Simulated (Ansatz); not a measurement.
Consider the formal exchange of groups at a C–F bond: `FCCl` + `OBCl` → `OB(Cl)CCl` + H–F.

Isolated molecules relaxed with PBE0-D4/def2-TZVP in Ansatz; ΔE leaves out vibrations. CCSD(T)/CBS is the MP2 limit (def2-TZVPP, def2-QZVPP) plus CCSD(T) − MP2 in def2-TZVPP, frozen cores. This one scheme is used for every species. Functionals use def2-TZVPP. B3LYP here is the variant with VWN-RPA as its local correlation; programs differ in this. HSE06 is defined as in plane-wave codes. One conformer a species, not always the lowest.

```csv
level,ΔE (kcal/mol),difference from CCSD(T)/CBS
LDA (SPW92),-22.1,1.2
PBE-D4,-20.5,2.8
revPBE-D4,-21.1,2.2
BLYP-D4,-18.8,4.5
r2SCAN-D4,-20.3,3.0
PBE0-D4,-21.7,1.6
B3LYP-D4,-19.7,3.6
r2SCANh-D4,-20.8,2.5
r2SCAN0-D4,-21.5,1.8
HSE06-D4,-21.6,1.7
BHLYP-D4,-20.1,3.2
CAM-B3LYP-D4,-19.4,3.9
ωB97X-V,-19.6,3.7
ωB97M-V,-20.8,2.5
PBE-QIDH,-22.5,0.8
PBE,-19.0,4.3
BLYP,-15.7,7.6
r2SCAN,-19.9,3.4
PBE0,-20.4,2.9
r2SCANh,-20.4,2.9
r2SCAN0,-21.0,2.3
HSE06,-20.4,2.9
BHLYP,-18.2,5.1
CAM-B3LYP,-18.0,5.3
LC-ωPBE,-20.5,2.8
RPA@PBE/def2-TZVPP,-19.8,3.5
MP2/def2-SVP,-21.1,2.2
CCSD/def2-SVP,-18.9,4.4
CCSD(T)/def2-SVP,-19.1,4.2
HF/def2-TZVPP,-15.7,7.6
MP2/def2-TZVPP,-24.3,-1.0
SCS-MP2/def2-TZVPP,-21.5,1.8
CCSD/def2-TZVPP,-21.5,1.8
CCSD(T)/def2-TZVPP,-22.0,1.3
HF/def2-QZVPP,-15.7,7.6
MP2/def2-QZVPP,-25.0,-1.7
SCS-MP2/def2-QZVPP,-22.3,1.0
HF/CBS(def2),-15.7,7.6
MP2/CBS(def2),-25.6,-2.3
CCSD/CBS(def2),-22.8,0.5
CCSD(T)/CBS,-23.3,0
```

Largest T1 diagnostic among the species: 0.012.

The D4 term adds −2.4 kcal/mol with B3LYP and −1.3 kcal/mol with PBE0; it sums over pairs of atoms, weighted by their polarisabilities, and B3LYP, whose exchange is more repulsive, gets the larger term. At CCSD(T), def2-SVP lies +4.2 kcal/mol from the extrapolated value and def2-TZVPP +1.3 kcal/mol.
